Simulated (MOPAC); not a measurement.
Job for MOPAC: PM6 on AlAsH4O (SMILES [OH][AlH][AsH2]), a point of a torsion scan.

```
PM6 1SCF PRECISE CHARGE=0 THREADS=1
AlAsH4O

O     -1.84729736 1    -0.54529498 1     0.42771373 1
Al    -0.47108562 1     0.17847433 1    -0.11083114 1
As     1.77358338 1    -0.53140350 1     0.39293097 1
H     -2.69256244 1    -0.88683884 1     0.68697318 1
H     -0.70560852 1     1.42826086 1    -0.99852848 1
H      1.93711816 1     0.84325845 1     1.00633875 1
H      2.13192709 1     0.06849231 1    -0.94827376 1
```

The log:

```
*******************************************************************************
 **                                                                           **
 **                              MOPAC v23.2.5                                **
 **                                                                           **
 *******************************************************************************
 ** MOPAC's Digital Object Identifier: https://doi.org/10.5281/zenodo.6511958 **
 **                                                                           **
 ** Please cite the open-source release paper for use of this MOPAC version:  **
 ** J. E. Moussa and J. J. P. Stewart (2026)                                  **
 ** MOPAC: An open-source semiempirical molecular orbital program             **
 ** J. Open Source Softw., 11(119), 8025, https://doi.org/10.21105/joss.08025 **
 *******************************************************************************

                              PM6 CALCULATION RESULTS

 *******************************************************************************
 *  PM6        - The PM6 Hamiltonian to be used
 *
 *
 *
 *                 CHARGE ON SYSTEM = 0
 *
 *
 *
 *  PRECISE    - TIGHTER CRITERIA TO BE USED
 *  1SCF       - DO 1 SCF AND THEN STOP
 *  THREADS=1  - MULTI-THREADING NOT USED
 *  T=         - A TIME OF 172800.0 SECONDS REQUESTED
 *  DUMP=N     - RESTART FILE WRITTEN EVERY 7200.0 SECONDS REQUESTED
 *******************************************************************************
PM6 1SCF PRECISE CHARGE=0 THREADS=1
 AlAsH4O

   ATOM   CHEMICAL          X               Y               Z
  NUMBER   SYMBOL      (ANGSTROMS)     (ANGSTROMS)     (ANGSTROMS)

     1       O         -1.84729736  *  -0.54529498  *   0.42771373  *
     2      Al         -0.47108562  *   0.17847433  *  -0.11083114  *
     3      As          1.77358338  *  -0.53140350  *   0.39293097  *
     4       H         -2.69256244  *  -0.88683884  *   0.68697318  *
     5       H         -0.70560852  *   1.42826086  *  -0.99852848  *
     6       H          1.93711816  *   0.84325845  *   1.00633875  *
     7       H          2.13192709  *   0.06849231  *  -0.94827376  *



          CARTESIAN COORDINATES

    NO.       ATOM           X           Y           Z

     1         O         -1.8473     -0.5453      0.4277
     2        Al         -0.4711      0.1785     -0.1108
     3        As          1.7736     -0.5314      0.3929
     4         H         -2.6926     -0.8868      0.6870
     5         H         -0.7056      1.4283     -0.9985
     6         H          1.9371      0.8433      1.0063
     7         H          2.1319      0.0685     -0.9483

 General Reference for PM6:
 "Optimization of Parameters for Semiempirical Methods V: Modification of NDDO Approximations
 and Application to 70 Elements", J. J. P. Stewart, J. Mol. Mod., 13, 1173-1213 (2007)
 URL: https://link.springer.com/article/10.1007/s00894-007-0233-4

           Empirical Formula: H4 O Al As  =     7 atoms



      MOLECULAR POINT GROUP   :   C1


      RHF CALCULATION, NO. OF DOUBLY OCCUPIED LEVELS = 9


 -------------------------------------------------------------------------------
 PM6 1SCF PRECISE CHARGE=0 THREADS=1
 AlAsH4O



     1SCF WAS SPECIFIED, SO BFGS WAS NOT USED
     SCF FIELD WAS ACHIEVED


                              PM6 CALCULATION
                                                       MOPAC v23.2.5 Linux




          FINAL HEAT OF FORMATION =         51.50486 KCAL/MOL =     215.49635 KJ/MOL


          COSMO AREA              =        114.94 SQUARE ANGSTROMS
          COSMO VOLUME            =        102.07 CUBIC ANGSTROMS

          IONIZATION POTENTIAL    =          9.307761 EV
          HOMO LUMO ENERGIES (EV) =         -9.308  1.627
          NO. OF FILLED LEVELS    =          9
          MOLECULAR WEIGHT        =        121.9341         POINT GROUP:  C1

          MOLECULAR DIMENSIONS (Angstroms)

            Atom       Atom       Distance
            H     7    H     4     5.18289
            H     5   As     3     3.10648
            H     4    H     6     1.93073


          SCF CALCULATIONS        =          1





   ATOM   CHEMICAL          X               Y               Z
  NUMBER   SYMBOL      (ANGSTROMS)     (ANGSTROMS)     (ANGSTROMS)

     1       O         -1.84729736  *  -0.54529498  *   0.42771373  *
     2      Al         -0.47108562  *   0.17847433  *  -0.11083114  *
     3      As          1.77358338  *  -0.53140350  *   0.39293097  *
     4       H         -2.69256244  *  -0.88683884  *   0.68697318  *
     5       H         -0.70560852  *   1.42826086  *  -0.99852848  *
     6       H          1.93711816  *   0.84325845  *   1.00633875  *
     7       H          2.13192709  *   0.06849231  *  -0.94827376  *

                             CARTESIAN COORDINATES

   1    O       -1.847297360    -0.545294980     0.427713730
   2   Al       -0.471085620     0.178474330    -0.110831140
   3   As        1.773583380    -0.531403500     0.392930970
   4    H       -2.692562440    -0.886838840     0.686973180
   5    H       -0.705608520     1.428260860    -0.998528480
   6    H        1.937118160     0.843258450     1.006338750
   7    H        2.131927090     0.068492310    -0.948273760


           Empirical Formula: H4 O Al As  =     7 atoms



      MOLECULAR POINT GROUP   :   C1


                  EIGENVALUES
 -27.19669 -19.32840 -17.55646 -13.60032 -12.57843 -12.49578 -12.16301 -10.49867
  -9.30776   1.62741   2.01470   3.45929   3.65241   4.08325   5.97124   7.50655
  55.40309  55.51121  55.60469  55.74762  55.87548 103.86158 103.98877 104.38542
 105.50161 106.03932


              NET ATOMIC CHARGES AND DIPOLE CONTRIBUTIONS

  ATOM NO.   TYPE          CHARGE      No. of ELECS.   s-Pop       p-Pop       d-Pop
    1          O          -0.791919        6.7919     1.62260     5.16932
    2         Al           0.537673        2.4623     1.00764     1.40637     0.04831
    3         As           0.027740        4.9723     1.79764     3.16389     0.01073
    4          H           0.399907        0.6001     0.60009
    5          H          -0.117601        1.1176     1.11760
    6          H          -0.026056        1.0261     1.02606
    7          H          -0.029745        1.0297     1.02974
 DIPOLE           X         Y         Z       TOTAL
 POINT-CHG.     0.726    -0.161     0.032     0.744
 HYBRID        -0.581     0.514    -0.062     0.778
 SUM            0.145     0.353    -0.030     0.383


          ATOMIC ORBITAL ELECTRON POPULATIONS

     Atom    s        px        py        pz      x^2-y^2     xz        z^2       yz        xy
    1  O   1.62260   1.49197   1.83203   1.84533
    2 Al   1.00764   0.57588   0.50389   0.32660   0.01391   0.01054   0.00501   0.00685   0.01201
    3 As   1.79764   1.08794   1.08856   0.98739   0.00354   0.00085   0.00239   0.00253   0.00142
    4  H   0.60009
    5  H   1.11760
    6  H   1.02606
    7  H   1.02974

 **********************
 *                    *
 * JOB ENDED NORMALLY *
 *                    *
 **********************




 == MOPAC DONE ==
```

The run finished.

Cost: roughly 0.020 core-seconds.
